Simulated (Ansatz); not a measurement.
H₆Sn₂ (`[SnH3][SnH3]`), relaxed with RKS PBE0-D4/def2-TZVP in Ansatz from a PBE-D4/def2-SVP geometry. The force threshold is 0.005 eV/Å; the program also tests the step.

Charge 0, multiplicity 1. Sn: def2 effective core potential.

Start:

```xyz
8

Sn    0.069   -1.141   -0.806
Sn   -0.068    1.140    0.807
H     0.525   -2.524    0.127
H    -1.465   -1.464   -1.537
H     1.234   -0.929   -2.066
H    -0.544    2.516   -0.126
H     1.470    1.479    1.523
H    -1.220    0.923    2.078
```

**Question.** By how much does the energy fall, and how many steps does the optimiser take? (An estimate is asked.)

**Answer.** Ansatz gave: 2.23 kJ/mol, in 3 steps, 1 of them rejected.

**Question.** Which bonds change most? (An estimate is asked.)

**Answer.** Computed: Sn1–Sn2 from 2.798 to 2.767 Å; Sn1–H5 from 1.730 to 1.707 Å; Sn1–H4 from 1.730 to 1.707 Å; Sn2–H7 from 1.730 to 1.707 Å.

**Question.** Give the relaxed structure. (Best estimate.)

**Answer.** The calculation gave: 
```xyz
8

Sn    0.068   -1.128   -0.797
Sn   -0.068    1.128    0.797
H     0.520   -2.492    0.126
H    -1.447   -1.447   -1.517
H     1.219   -0.918   -2.041
H    -0.537    2.487   -0.123
H     1.452    1.458    1.503
H    -1.206    0.911    2.051
```
